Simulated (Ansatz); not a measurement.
Z-matrix (Å, degrees):
```
C
As 1 1.965
N 1 1.429 2 66.9
H 1 1.086 2 116.5 3 113.1
H 1 1.085 2 115.3 3 -107.7
H 2 1.535 1 92.2 3 -97.8
H 3 1.014 1 111.6 2 104.2
```

Charge 0, multiplicity 1.

Problem. List the ωB97M-V/def2-TZVPP orbital energies in eV (the Gaussian-basis code of Ansatz). (Estimate.)

Solution. Computed: Occupied: -11604.93, -1473.00, -1314.28, -1314.25, -1314.23, -394.91, -282.62, -195.41, -141.56, -141.43, -141.39, -47.92, -47.87, -47.86, -47.73, -47.72, -28.28, -20.77, -19.14, -16.56, -14.58, -12.45, -11.18, -10.22, -9.03. Lowest empty: 1.51, 1.95, 2.99, 3.84, 4.19, 4.83, 6.18, 7.32.
